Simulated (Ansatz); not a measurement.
`[NH]=[Nb]([NH2])([Cl])[Cl]` and `[NH]=[Nb]([NH2])([NH2])[Cl]` differ in one atom or group.

Ansatz, PBE0-D4/def2-TZVP geometries, multiplicity 1. Each molecule was computed in one conformer, which needn't be the lowest.

Elements past krypton have def2 core potentials.

```csv
property,`[NH]=[Nb]([NH2])([Cl])[Cl]`
"ideal-gas entropy at 298 K and 1 bar (rigid rotor, harmonic PBE0-D4/def2-TZVP) / J/(mol·K)",370
HOMO–LUMO gap (PBE0/def2-TZVPP) / eV,6.32
size of the dipole moment (ωB97M-V/def2-TZVPP) / D,3.05
LUMO energy (PBE0/def2-TZVPP) / eV,-1.96
LUMO energy (ωB97M-V/def2-TZVPP) / eV,0.10
HOMO–LUMO gap (PBE/def2-TZVPP) / eV,4.19
```

Problem. Give the same properties after the change, and the shifts. (Estimate.)

Solution. The calculation gave: 
```tsv
property	`[NH]=[Nb]([NH2])([NH2])[Cl]`	shift
ideal-gas entropy at 298 K and 1 bar (rigid rotor, harmonic PBE0-D4/def2-TZVP) / J/(mol·K)	372	2
HOMO–LUMO gap (PBE0/def2-TZVPP) / eV	6.48	0.16
size of the dipole moment (ωB97M-V/def2-TZVPP) / D	3.08	0.03
LUMO energy (PBE0/def2-TZVPP) / eV	-0.96	1.00
LUMO energy (ωB97M-V/def2-TZVPP) / eV	0.90	0.80
HOMO–LUMO gap (PBE/def2-TZVPP) / eV	4.32	0.13
```

With PBE0 the HOMO rises by 0.85 eV and the LUMO rises by 1.00 eV, so the gap widens by about 0.15 eV. PBE moves the HOMO by 0.84 eV and ωB97M-V by 0.81 eV. The zero-point energy changes by 61.8 kJ/mol with +6 modes. Dipoles are sizes alone; their direction can turn.
